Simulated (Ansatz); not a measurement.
Geometry optimisation, UKS PBE-D4/def2-SVP (Ansatz 0.2.0).

Input:

```yaml
crystal:
  periodic: [false, false, false]
  atoms:
    - { symbol: O, position_ang: [-0.17855, 1.3511, -1.40856] }
    - { symbol: C, position_ang: [-0.5843, 0.39698, -0.74527] }
    - { symbol: Si, position_ang: [0.37513, -0.35963, 0.63382] }
    - { symbol: F, position_ang: [1.84522, 0.15898, 1.01062] }
    - { symbol: H, position_ang: [-1.57811, -0.03809, -0.94773] }
    - { symbol: H, position_ang: [0.12061, -1.50934, 1.45712] }
magnetization:
  spin_polarized: true
  initial_magnetization: 1
basis:
  gaussian: { orbitals: def2-SVP }
hamiltonian:
  xc: pbe
  dispersion: d4
relax:
  f_tol: 0.015
  max_steps: 40
```

Command:

```bash
$ ansatz run input.yaml --threads 1 --pin off --max-ram 2048MiB --backend cpu --events-out ev --progress --plain --runs-dir out
```

Q: Where does it end, and by what steps?

A: It converged. After 9 steps the energy has fallen by 0.280 eV; Si3 moved furthest, 0.41 Å.

```
step  energy less start (eV)  largest force component (eV/Å)  accepted
   0                  0.0000                           1.016       yes
   1                 -0.0809                           0.556       yes
   2                 -0.1589                           0.880       yes
   3                 -0.1404                           1.433        no
   4                 -0.2485                           0.488       yes
   5                 -0.2739                           0.478       yes
   6                 -0.2781                           0.148       yes
   7                 -0.2801                           0.050       yes
   8                 -0.2802                           0.017       yes
   9                 -0.2803                           0.005       yes
```

```xyz
6
Properties=species:S:1:pos:R:3
O -0.111 1.201 -1.508
C -0.559 0.410 -0.700
Si 0.281 -0.118 0.953
F 1.893 0.189 0.957
H -1.580 -0.074 -0.842
H 0.076 -1.608 1.141
```

Time of the run: 26 s on 1 thread of Intel(R) Xeon(R) 6975P-C (Granite Rapids), on a shared host, peak memory 0.18 GiB.
